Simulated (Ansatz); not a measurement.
Br$_{2}$Ge, charge -1, doublet, at a GFN2-xTB geometry (a state made from the parent by changing its charge; the spin is typed, not shown lowest) (a gas-phase anion, which may not be bound at this level), atoms displaced at random by about 0.02 Å a coordinate; B3LYP/3-21G (Ansatz, an electronic-structure program).

Ansatz was given this input:
Ansatz 0.2 input:
```yaml
crystal:
  periodic: [false, false, false]
  atoms:
    - {symbol: Ge, position_ang: [0.02120050, 0.01431093, 1.07936975]}
    - {symbol: Br, position_ang: [1.11573040, -1.67915607, -0.51106675]}
    - {symbol: Br, position_ang: [-1.14636640, 1.67963067, -0.47348293]}
basis:
  gaussian:
    orbitals: 3-21G.json
hamiltonian:
  xc: b3lyp
total_charge: -1
magnetization: {spin_polarized: true, initial_magnetization: 1}
relax: {escape_saddle: false}
```
The basis file holds 3-21G in the JSON format of the Basis Set Exchange.

It wrote (shortened):

```
Functional definition: B3LYP
647 factors; integrals over basis functions are off by at most 1.2e-4 eV
mean field evaluation 1: about -195669.6219 eV, gradient 4.2e0 eV
mean field evaluation 2: about -195669.7546 eV, gradient 2.2e0 eV
mean field evaluation 4: about -195669.7915 eV, gradient 1.9e-1 eV
mean field evaluation 8: about -195669.7933 eV, gradient 4.2e-3 eV
mean field -195669.79327581 eV, -7190.7322731365 hartree, gradient 2.2e-5 eV, S^2 0.751036; 0 other end points of the search recorded, 0 dependent functions left out
the calculation of the forces begins
reference -195669.79348026 eV, -7190.7322806499 hartree; 52, 51 occupied and 17, 18 virtual orbitals, 647 factors
relax step   1: F+E_penalty+E_count = -195669.79327581 eV  Δ(F+E_penalty+E_count) = +0.000e0 eV  max|allowed force component| = 1.329e-1 eV/Å  Δτ_max = 0.0000 Å  (24 SCF iters, accepted)
these checks for a lower state are left out or cut short: starts, cluster_reference, orbital_swaps, neighbouring_geometries, increment
647 factors; integrals over basis functions are off by at most 1.2e-4 eV
mean field evaluation 16: about -195669.7936 eV, gradient 1.4e-3 eV
mean field -195669.79517334 eV, -7190.7323428696 hartree, gradient 2.9e-5 eV, S^2 0.751052; 0 other end points of the search recorded, 0 dependent functions left out
the calculation of the forces begins
reference -195669.79537828 eV, -7190.7323504009 hartree; 52, 51 occupied and 17, 18 virtual orbitals, 647 factors
relax step   2: F+E_penalty+E_count = -195669.79517334 eV  Δ(F+E_penalty+E_count) = -1.898e-3 eV  max|allowed force component| = 6.016e-3 eV/Å  Δτ_max = 0.0159 Å  (24 SCF iters, accepted)
647 factors; integrals over basis functions are off by at most 1.2e-4 eV
mean field evaluation 32: about -195669.7952 eV, gradient 2.7e-4 eV
mean field -195669.79517334 eV, -7190.7323428696 hartree, gradient 2.9e-5 eV, S^2 0.751052; 1 other end points of the search recorded, 0 dependent functions left out
the calculation of the forces begins
reference -195669.79537828 eV, -7190.7323504009 hartree; 52, 51 occupied and 17, 18 virtual orbitals, 647 factors
Total energy: -195669.79537828 eV, -7190.7323504009 hartree
Atom 0 at     0.022809     0.012160     1.084810 Å, force     0.003872    -0.006008    -0.006016 eV/Å
Atom 1 at     1.122869    -1.689829    -0.512870 Å, force    -0.001158     0.001970     0.005784 eV/Å
Atom 2 at    -1.155114     1.692454    -0.477119 Å, force    -0.002714     0.004038     0.000232 eV/Å
Dipole moment:     0.003568     0.002406     0.177295 e Å
```
